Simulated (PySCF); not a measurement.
Spinor energies of Si¹¹⁺ (silicon, charge +11)

Start: [He] 2s1; 2s1/2 filled at m_j = +1/2. Calculated with PySCF 2.14 in an uncontracted even-tempered set (17 s from 1.7 bohr⁻², ratio 2.4; 10 p from 2.2 bohr⁻², ratio 2.4; 5 d from 6.8 bohr⁻², ratio 2.6; 5 f from 10 bohr⁻², ratio 2.6): generalised Hartree-Fock with the X2C-1e Hamiltonian and a Gaussian nucleus; one run each with spin-orbit coupling (SO) switched off, then screened by Boettger's factors.

```
spinor shell  electrons  ε, spin-free (eV)  ε, screened SO (eV)  weight of nominal j (screened SO)  rms radius, screened SO (bohr)
       1s1/2          2            -2369.5              -2369.5                              1.000                           0.127
       2s1/2          1            -523.36              -523.36                              1.000                           0.508
```

```
   quantity   spin-free  screened SO
E (hartree)  -207.05775   -207.05775
        M_J         1/2          1/2
       ⟨J²⟩       0.750        0.750
       ⟨L²⟩       0.000        0.000
       ⟨S²⟩       0.750        0.750
```

Each row is a mean over spinors that exchange with the open shell spreads, by up to 7.307 eV (1s1/2).

Without spin-orbit coupling the j labels of p, d and f shells carry no meaning; the spin-free column gives the mean over the occupied spinors of each nl shell.
